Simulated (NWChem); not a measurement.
System: BeH$_{2}$; SMILES [BeH2]

```xyz
3

Be     0.0000     0.0000     0.0000
H      0.0000     0.0000     1.3390
H      0.0000     0.0000    -1.3390
```
Atoms are numbered in this order, from 1.

The geometry was optimised at PBE0/def2-SVP.

### Question
List the 4 lowest vertical singlet excitations from PBE/def2-SVP, TDA (NWChem).

### Answer
```json
[
 {"state": "S1", "energy (eV)": "5.95", "oscillator strength": "0.000", "leading excitation (squared amplitude)": "HOMO → LUMO (1.00)"},
 {"state": "S2", "energy (eV)": "5.95", "oscillator strength": "0.000", "leading excitation (squared amplitude)": "HOMO → LUMO+1 (1.00)"},
 {"state": "S3", "energy (eV)": "7.65", "oscillator strength": "0.474", "leading excitation (squared amplitude)": "HOMO−1 → LUMO+1 (0.76)"},
 {"state": "S4", "energy (eV)": "7.65", "oscillator strength": "0.474", "leading excitation (squared amplitude)": "HOMO−1 → LUMO (0.76)"}
]
```
